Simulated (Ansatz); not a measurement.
One change: `C=C[Si](O)(O)O` becomes `O[SiH](Cl)[Si](O)(O)O`.

Ansatz, PBE0-D4/def2-TZVP geometries, multiplicity 1. Each molecule was computed in one conformer, which needn't be the lowest.

```tsv
property	`C=C[Si](O)(O)O`
size of the dipole moment (ωB97M-V/def2-TZVPP) / D	1.30
HOMO energy (ωB97M-V/def2-TZVPP) / eV	-10.35
HOMO energy (B3LYP/def2-TZVPP) / eV	-7.82
LUMO energy (PBE/def2-TZVPP) / eV	-1.47
size of the dipole moment (PBE/def2-TZVPP) / D	1.21
HOMO energy (PBE0/def2-TZVPP) / eV	-8.07
```

(1) Give the same properties after the change, and the shifts. (An estimate is asked.)

Results:

(1) Computed: 
```tsv
property	`O[SiH](Cl)[Si](O)(O)O`	shift
size of the dipole moment (ωB97M-V/def2-TZVPP) / D	1.38	0.08
HOMO energy (ωB97M-V/def2-TZVPP) / eV	-10.00	0.35
HOMO energy (B3LYP/def2-TZVPP) / eV	-7.72	0.10
LUMO energy (PBE/def2-TZVPP) / eV	-1.16	0.31
size of the dipole moment (PBE/def2-TZVPP) / D	1.36	0.15
HOMO energy (PBE0/def2-TZVPP) / eV	-7.91	0.16
```

Dipoles are sizes alone; their direction can turn.

B3LYP here is the variant with VWN-RPA as its local correlation; programs differ in this.
